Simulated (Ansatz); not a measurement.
Species: dibromo(dimethoxy)germane, C2H6Br2GeO2, net charge 0, singlet state. 
Geometry from a B3LYP-D3(BJ)/def2-TZVP (Ansatz, an electronic-structure program) optimisation:
SMILES: [Br][Ge]([O]C)([O]C)[Br]
```xyz
13

C     -2.0802     1.8702     0.2401
O     -0.6711     1.7957     0.4508
Ge     0.2097     0.2941     0.1872
Br    -0.4711    -1.3462     1.6418
Br    -0.1204    -0.3889    -2.0053
O      1.9042     0.6086     0.5057
C      2.5956     1.5984    -0.2631
H     -2.3418     1.6294    -0.7934
H     -2.3779     2.8964     0.4520
H     -2.6178     1.1979     0.9137
H      2.5985     1.3446    -1.3262
H      2.1512     2.5867    -0.1278
H      3.6223     1.6130     0.1000
```

Wanted: atomisation energy (electronic, to ground-state atoms), in kcal/mol. Valence correlation only, unless marked. Open shells are spin-unrestricted. No spin-orbit coupling. The frozen core is the preceding noble-gas configuration, with the filled d and f shells of earlier blocks. Non-relativistic. The coupled-cluster limit lacks core correlation, which all-electron functionals hold. Basis-set limits of correlation are two-point, X^-3; Hartree-Fock from the larger set.

```json
[
 {"level": "SVWN5/def2-TZVPD", "program": "Ansatz", "atomisation energy (kcal/mol)": "?"},
 {"level": "revPBE-D3(BJ)/def2-TZVPD", "program": "Ansatz + dftd3", "atomisation energy (kcal/mol)": "1098.0"},
 {"level": "B3LYP/def2-TZVPD", "program": "Ansatz", "atomisation energy (kcal/mol)": "?"},
 {"level": "PBE0/STO-3G", "program": "Ansatz", "atomisation energy (kcal/mol)": "1305.5"},
 {"level": "BHLYP-D3(BJ)/def2-TZVPD", "program": "Ansatz + dftd3", "atomisation energy (kcal/mol)": "1067.7"},
 {"level": "BHLYP/def2-TZVPD", "program": "Ansatz", "atomisation energy (kcal/mol)": "1054.6"},
 {"level": "r2SCAN0/def2-TZVPD", "program": "Ansatz", "atomisation energy (kcal/mol)": "?"},
 {"level": "HSE06/def2-TZVPD", "program": "Ansatz", "atomisation energy (kcal/mol)": "?"},
 {"level": "CCSD/cc-pVDZ", "program": "Ansatz", "atomisation energy (kcal/mol)": "997.9"},
 {"level": "CCSD(T)/CBS(cc-pVTZ,cc-pVQZ)", "program": "Ansatz", "atomisation energy (kcal/mol)": "1115.1"}
]
```

Task: What belongs in the gaps?

Result: 
- SVWN5/def2-TZVPD, atomisation energy (kcal/mol): 1288.6
- B3LYP/def2-TZVPD, atomisation energy (kcal/mol): 1088.4
- r2SCAN0/def2-TZVPD, atomisation energy (kcal/mol): 1091.1
- HSE06/def2-TZVPD, atomisation energy (kcal/mol): 1103.6
